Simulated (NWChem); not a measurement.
Molecule: C$_{2}$H$_{4}$BFO$_{2}$; SMILES COB(F)C=O

```xyz
10

C     -1.7981    -0.8270     0.0000
O     -1.1512     0.4509     0.0000
B      0.1679     0.6641     0.0000
F      0.5891     1.9322     0.0000
C      1.3427    -0.4449     0.0000
O      1.1692    -1.6536     0.0000
H     -1.0751    -1.6429     0.0000
H     -2.4329    -0.8820    -0.8891
H     -2.4329    -0.8820     0.8891
H      2.3876    -0.0501     0.0000
```
Atoms are numbered in this order, from 1.

Computed with NWChem. Medium grid unless said otherwise, to which SCAN and Minnesota functionals are sensitive. Structure relaxed at the B3LYP/6-31G* (spherical d) level. Hybrids' shares of exact exchange are those that their runs print; pure functionals count as 0. The functionals differ in more than this share.

```csv
row,share of exact exchange,highest occupied level (eV)
PBE/def2-TZVP,0.00,-5.81
"LDA (Slater exchange, VWN5)/def2-TZVP",0.00,-5.96
B3LYP/def2-TZVP,0.20,-7.23
PBE0/def2-TZVP,0.25,-7.44
M06-2X/def2-TZVP,0.54,withheld
```

Problem. Fit a straight line of the last column on the one before it, predict the withheld value, and compare with the run.

Solution. 
1. Means of the 4 shown rows: x = 0.113, y = -6.610. Slope Σ(x − x̄)(y − ȳ)/Σ(x − x̄)² = -0.3315/0.05188 = -6.390; intercept -5.891.
2. The shown rows scatter about the line by 0.066 (root mean square); the largest residual is +0.08, at PBE/def2-TZVP.
3. At x = 0.54 (M06-2X/def2-TZVP; beyond the shown range) the line gives -9.34.
4. The run gives -9.06, +0.28 from the line, 4.2 times the scatter.
